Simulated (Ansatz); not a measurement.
C2H6GeSn, SMILES `C=[C]1[GeH2][SnH2]1`, 10 atoms. The species carries charge 0 and has multiplicity 1. Correlated methods include outer-core shells of Ge, Sn, which these sets cover unevenly. Scalar relativity is left out up to krypton. Sn takes the def2 core potential. All runs use 4 threads of a server CPU on a shared host. Correlated methods freeze the cores.

Problem. Give the basis size and wall time and peak host memory of each of these runs in Ansatz. RKS B2PLYP (frozen core)/def2-TZVPP energy; RKS PBE0-D4/def2-TZVP frequencies; RHF-MP2/def2-QZVPP energy; RHF-CCSD(T)/def2-SVP energy; RKS PBE0-D4/def2-QZVPP energy; RKS PBE-QIDH (frozen core)/def2-TZVPP energy; RKS PBE0-D4/def2-SVP energy; RKS ωB97M-V/def2-SVP energy; RHF-CCSD(T)/def2-TZVPP energy; RKS B3LYP-D4/def2-TZVPP energy and forces; RKS r2SCAN0-D4/def2-TZVPP energy; RKS ωB97M-V/def2-QZVPP energy. (An estimate is asked.)

Solution. The calculation gave: Other jobs shared the machine, so times are rough.

```csv
level,job,functions,wall time,peak host memory (GiB)
RKS PBE0-D4/def2-SVP,energy,116,1 s,0.29
RKS ωB97M-V/def2-SVP,energy,116,2.9 s,0.42
RKS r2SCAN0-D4/def2-TZVPP,energy,244,2.9 s,0.76
RKS B3LYP-D4/def2-TZVPP,energy and forces,244,3.2 s,0.77
RKS B2PLYP (frozen core)/def2-TZVPP,energy,244,3.8 s,0.72
RKS PBE-QIDH (frozen core)/def2-TZVPP,energy,244,4.1 s,0.72
RKS PBE0-D4/def2-QZVPP,energy,465,5.5 s,1.9
RHF-CCSD(T)/def2-SVP,energy,116,6 s,0.67
RKS ωB97M-V/def2-QZVPP,energy,465,12 s,2.3
RHF-MP2/def2-QZVPP,energy,465,19 s,2.8
RHF-CCSD(T)/def2-TZVPP,energy,244,56 s,5.7
RKS PBE0-D4/def2-TZVP,frequencies,196,100 s,0.65
```

B3LYP here is the variant with VWN-RPA as its local correlation; programs differ in this.
